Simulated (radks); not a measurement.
Question: Coherent X-ray form factor from a spherical all-electron density. Method: scalar-relativistic Kohn-Sham, BLYP, spin-polarised, spherical densities, finite nucleus; Fermi nuclear charge, rms radius of each element as measured or else 0.836 A^(1/3) + 0.57 fm; computed with a radial shooting solver on a logarithmic mesh with Libxc functionals.

sin(theta)/lambda (1/angstrom),f0 (electrons)
0.05,35.945
0.1,35.782
0.15,35.514
0.2,35.145
0.25,34.680
0.3,34.129
0.4,32.799
0.5,31.236
0.6,29.522
0.8,25.966
1,22.638
1.25,19.165
1.5,16.456
2,12.439

The species is in the configuration that NIST lists as its ground one. Which atom or ion scatters so?

Answer: The erbium ion Er32+, [Kr]. Extrapolating in s^2 from the first two rows gives f0(0) = 36.0, near the electron count 36; among species with that count, the fall with angle is slower the higher Z, and the table is that of Z = 68; from so few rows the species is fixed only to a neighbour or two.
